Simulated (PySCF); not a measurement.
# Removing the step error of a finite difference

System: CH$_{5}$OSb (SMILES C[O][SbH2]), singlet, geometry from GFN2-xTB (core potentials on Sb). Level: CAMB3LYP/def2-SVP, polarisability run with PySCF. Sums are taken with unrounded values, so a last digit can differ.

Second differences of the energy in a field along z gave a polarisability along z of 50.506 bohr³ at step 0.005 and 50.590 bohr³ at step 0.02 (atomic units).

Extrapolate to zero step.

The leading error of a symmetric difference goes as h², so A(h) = A0 + c h². Then c = (50.590 - (50.506))/(0.02² - 0.005²) = 224 (atomic units) and A0 = 50.506 - c × 0.005² = 50.500 bohr³. The analytic value from the same program and level is 50.500 bohr³: the smaller step missed it by 0.006, the extrapolation by 0.000.
